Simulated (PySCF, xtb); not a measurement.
Be(OH)(SMe) (CH4BeOS), SMILES [OH][Be][S]C. The values are those of a single conformer.

Harmonic wavenumbers (cm⁻¹) from GFN2-xTB run with xtb at its own minimum, in rising order: 61, 76, 212, 281, 445, 509, 556, 712, 937, 959, 1317, 1371, 1454, 1463, 3034, 3040, 3047, 3846.

Problem. What does PBE0-D3(BJ)/def2-SVP run with PySCF give at its own minimum? (An estimate is asked for; the answer gives what the named calculation found.)

Solution. 73, 115, 237, 247, 375, 381, 495, 723, 957, 974, 1335, 1428, 1454, 1459, 3072, 3184, 3187, 4065. Paired by order, the mean absolute difference is 57 cm⁻¹ and the zero-point energies are 33.3 and 34.0 kcal/mol.
